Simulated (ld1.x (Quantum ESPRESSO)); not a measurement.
Which change was made? (Br, RRKJ)

ld1.x (Quantum ESPRESSO) 7.5 input, shortened:

```
&input
   title='Br', zed=35., rel=1, dft='PBESOL', iswitch=3,
   config='[Ar] 3d10 4s1.75 4p5.25'
 /
 &inputp
   pseudotype=2, tm=.false., rho0=0.005, lloc=0,
   nlcc=.false.
 /
3
4P  2  1   5.25   0.00  1.45  1.45  0.0
3D  3  2  10.00   0.00  0.85  0.85  0.0
4S  1  0   1.75   0.00  1.40  1.40  0.0
 &test
   configts(1)='3d10 4s1.75 4p5.25'
 /
```

Cutoffs, loose and tight: the cutoffs (Ry, on a coarse ladder) from which the occupation-weighted sum of valence levels, in a spherical-Bessel basis at the reference potential, stays within 10 and 1 mRy of its value at 400 Ry. They do not see the model core or the augmentation charge, which bear on the density cutoff. Test errors are all-electron minus pseudo excitation energies from the reference, over the configurations 3d10 4s2 4p5; 3d10 4s2 4p4; 3d10 4s2 4p3; 3d9 4s2 4p6; 3d10 4s2 4p2; 3d10 4s2 4p5.3; 3d10 4s2 4p1; variants that change the core or the reference have their own tests. The largest error is taken over the tests solved by every variant that gives reliable tests at all, those not shown here included: 3d10 4s2 4p2; 3d10 4s2 4p3; 3d10 4s2 4p4; 3d10 4s2 4p5; 3d10 4s2 4p5.3.

The base gives: outcome: generated; cutoff, loose: 300 Ry; cutoff, tight: over 300 Ry; bound ghosts: none; largest test error (meV): -11.

(1) After one change the result is: outcome: generated; cutoff, loose: 300 Ry; cutoff, tight: over 300 Ry; bound ghosts: none; largest test error (meV): -16. Which change was it?
A. local potential the d channel
B. wave 3d (bound): rc 0.85 bohr becomes 3d (bound): rc 1.04 bohr
C. reference 3d10 4s1 4p6

Answers

(1) C. The others give: wave 3d (bound): rc 0.85 bohr becomes 3d (bound): rc 1.04 bohr → outcome: generated; cutoff, loose: 230 Ry; cutoff, tight: over 300 Ry; bound ghosts: none; largest test error (meV): -10 | local potential the d channel → outcome: generated; cutoff, loose: over 300 Ry; cutoff, tight: over 300 Ry; bound ghosts: s, p; largest test error (meV): +24.
